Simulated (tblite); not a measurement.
Species: C₅H₇F₂O (doublet state).
Cartesian coordinates in Å at the GFN2-xTB level; atoms count from 1:
```xyz
15
C5H7F2O angstrom
F      2.7042    0.5486   -1.0555
C      2.1712   -0.0324    0.0648
F      2.6094    0.7877    1.0869
C      0.7127   -0.1202   -0.0032
C     -0.2626    0.9917   -0.1779
C     -1.5735    0.2167   -0.3568
C     -1.2855   -1.0945    0.3836
O      0.1121   -1.3168    0.2793
H      2.6446   -1.0138    0.2027
H     -0.2953    1.6362    0.7109
H     -0.0147    1.6239   -1.0322
H     -2.4367    0.7334    0.0544
H     -1.7496    0.0179   -1.4142
H     -1.5425   -1.0109    1.4477
H     -1.7982   -1.9596   -0.0399
```

Structure optimised with GFN2-xTB, isolated species. This method treats the open shell by occupation alone, without spin polarisation.

Take the most abundant isotopes and a rigid rotor. The values belong to one conformer with, in the numbering `[F:1][CH:2]([F:3])[C:4]1[CH2:5][CH2:6][CH2:7][O:8]1`, F1–C2–C4–C5 -58°, C2–C4–C5–C6 173°, C4–C5–C6–C7 26°, C5–C6–C7–O8 -29°, C6–C7–O8–C4 21°.

Q: Give the principal moments of inertia and the rotational constants in MHz.

A: Ia = 119.66, Ib = 395.48, Ic = 419.77 u·Å²; 505379 MHz·u·Å²/I gives A = 4223, B = 1278, C = 1204 MHz.

Q: Classify the top.

A: A near-prolate asymmetric top. Ray's parameter κ = (2B − A − C)/(A − C) = -0.951; −1 is the prolate and +1 the oblate limit.

Q: Is it planar, by Δ = Ic − Ia − Ib?

A: Not planar: Δ = Ic − Ia − Ib = -95.37 u·Å². For a rigid frame Δ = −2 Σ m c², so Σ m c² = 47.69 u·Å² lies off the ab plane: 5.70 from hydrogen and 41.98 from heavier atoms. The atom farthest from that plane is 1.52 Å away.

Q: Give the other two planar moments, Paa and Pbb, and the rms extents of the mass along the axes.

A: Paa = Σ m a² = (Ib + Ic − Ia)/2 = 347.79 and Pbb = Σ m b² = (Ia + Ic − Ib)/2 = 71.97 u·Å². With the mass M = 121.05 u, the rms extents √(P/M) along a, b and c are 1.70, 0.77, 0.63 Å.

Q: List the rotational levels J(Ka,Kc) to J = 3 (MHz).

A: Above 0(0,0):
J = 1: 1(0,1) 2482, 1(1,1) 5427, 1(1,0) 5501
J = 2: 2(0,2) 7444, 2(1,2) 10317, 2(1,1) 10539, 2(2,1) 19375, 2(2,0) 19377
J = 3: 3(0,3) 14884, 3(1,3) 17651, 3(1,2) 18094, 3(2,2) 26821, 3(2,1) 26828, 3(3,1) 41734, 3(3,0) 41734
Those of J = 1 are B + C, A + C and A + B.

For this open shell read J as N, the rotation without spin; fine and hyperfine splittings come on top. Its GFN2-xTB frequencies are all real (lowest 22 cm⁻¹). These are rigid-rotor constants of the computed structure; measured ground-state constants (B0) also hold zero-point vibration.
